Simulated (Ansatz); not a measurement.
`C=NBCCl` + `[AlH3]` → `BCCl` + `C=[N][AlH2]`  (redistribution)

Program: Ansatz. Geometries: PBE0-D4/def2-TZVP. ΔE: electronic, gas phase. CBS: MP2 limit from def2 TZ/QZ plus the TZ coupled-cluster correction, frozen cores. This one scheme is used for every species. DFT in def2-TZVPP. One conformer a species, not always the lowest.

```json
{"species": "`C=NBCCl`", "ωB97X-V energy (Eh)": "-618.98525"}
{"species": "`[AlH3]`", "ωB97X-V energy (Eh)": "-244.16154"}
{"species": "`BCCl`", "ωB97X-V energy (Eh)": "-525.48563"}
{"species": "`C=[N][AlH2]`", "ωB97X-V energy (Eh)": "-337.64712"}
```

Question: Work out ΔE.

Answer: ΔE = (-525.48563) + (-337.64712) − (-618.98525) − (-244.16154) = 0.01404 Eh = +36.9 kJ/mol. CCSD(T)/CBS gives +37.4 kJ/mol.

Largest T1 diagnostic among the species: 0.015.

In def2-TZVPP, CCSD(T) changes the Hartree–Fock value by +18.8 kJ/mol (the triples alone add +3.4 kJ/mol) and MP2 by +17.5 kJ/mol. The D4 term adds +4.1 kJ/mol with B3LYP and +2.5 kJ/mol with PBE0; it sums over pairs of atoms, weighted by their polarisabilities, and B3LYP, whose exchange is more repulsive, gets the larger term.

B3LYP here is the variant with VWN-RPA as its local correlation; programs differ in this.
